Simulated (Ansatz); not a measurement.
One change: `C[SiH2]S[SiH2]Cl` becomes `C[SiH2]O[SiH2]Cl`.

Ansatz, PBE0-D4/def2-TZVP geometries, multiplicity 1. Each molecule was computed in one conformer, which needn't be the lowest.

```
                                          property  `C[SiH2]S[SiH2]Cl`
           HOMO–LUMO gap (ωB97M-V/def2-TZVPP) / eV               11.52
             HOMO energy (ωB97M-V/def2-TZVPP) / eV               -9.84
             HOMO–LUMO gap (B3LYP/def2-TZVPP) / eV                7.21
                HOMO energy (PBE0/def2-TZVPP) / eV               -7.68
size of the dipole moment (ωB97M-V/def2-TZVPP) / D                1.83
  size of the dipole moment (B3LYP/def2-TZVPP) / D                1.84
```

(1) What does the change do to each property? (An estimate is asked.)

## Answers

(1) Computed: 
```csv
property,`C[SiH2]O[SiH2]Cl`,shift
HOMO–LUMO gap (ωB97M-V/def2-TZVPP) / eV,12.83,1.31
HOMO energy (ωB97M-V/def2-TZVPP) / eV,-10.93,-1.09
HOMO–LUMO gap (B3LYP/def2-TZVPP) / eV,8.46,1.25
HOMO energy (PBE0/def2-TZVPP) / eV,-8.67,-0.99
size of the dipole moment (ωB97M-V/def2-TZVPP) / D,0.86,-0.97
size of the dipole moment (B3LYP/def2-TZVPP) / D,0.86,-0.98
```

With PBE0 the HOMO falls by 0.99 eV and the LUMO rises by 0.25 eV, so the gap widens by about 1.24 eV. PBE moves the HOMO by -0.80 eV and ωB97M-V by -1.09 eV. Dipoles are sizes alone; their direction can turn.

Positive LUMOs are unbound, so they and the gaps depend on the basis.

B3LYP here is the variant with VWN-RPA as its local correlation; programs differ in this.
